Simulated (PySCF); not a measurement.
# Telling isomers of C$_{8}$H$_{9}$FOSi apart by NMR

Calculated, not measured (PySCF): geometry: GFN2-xTB, PBE0/pcSseg-1 with gauge-including orbitals. Isolated molecule, equivalent nuclei averaged, single conformer, no relativistic terms.

Referencing at the same level of theory: TMS for 1H and 13C. Splittings of carbon signals by F and P are missing where no couplings were computed. Where no couplings were computed, multiplicities follow the n + 1 count of equivalent neighbours, and m marks all less simple cases (inequivalent or close neighbours, rings, F or P nearby). Shifts are as computed. Against solution values, carbons near 30 ppm lie about +3 ppm off and those near 130 ppm about +5 ppm. Of 1211 compounds with measured shifts, 218 miss one by over three times the rms of a fit or turn the order of signals round; such compounds aren't used in these exercises.

(1) Tabulate the signals of `Cc1ccc([SiH3])c(C(=O)F)c1`, `C=Cc1cccc(F)c1O[SiH3]` and their relative energies.

(2) What is the quickest way to tell Cc1ccc([SiH3])c(C(=O)F)c1 from C=Cc1cccc(F)c1O[SiH3]?

Results:

(1) 
| SMILES | carbon types | δC | δH | E rel. (kcal/mol) |
| --- | --- | --- | --- | --- |
| Cc1ccc([SiH3])c(C(=O)F)c1 | 4×C 3×CH 1×CH3 | 170.7, 148.1, 146.5, 143.3, 141.3, 138.5, 133.3, 23.9 | 8.37 (m, 1H), 8.17 (d, 1H), 7.83 (d, 1H), 4.69 (s, 3H), 2.62 (s, 3H) | 0.0 |
| C=Cc1cccc(F)c1O[SiH3] | 3×C 4×CH 1×CH2 | 162.7, 146.2, 136.6, 134.8, 125.4, 124.4, 121.2, 118.5 | 7.81 (d, 1H), 7.56 (m, 1H), 7.26 (m, 1H), 7.14 (m, 1H), 6.17 (m, 1H), 5.74 (m, 1H), 5.31 (s, 3H) | 17.6 |

Energies are electronic energies at PBE0/pcSseg-1 on these geometries, without zero-point or thermal terms, each for the one conformer computed, which needn't be the lowest.

(2) Both give the same number of carbon signals, but DEPT or the intensities differ. The first has a methyl carbon on an aromatic ring (CH3) at 23.9 ppm, the second a terminal =CH2 carbon at 118.5 ppm. Their most deshielded carbons lie at 170.7 and 162.7 ppm. In the proton spectra the most deshielded non-exchanging signals are 8.37 (m, 1H) and 7.81 (d, 1H).
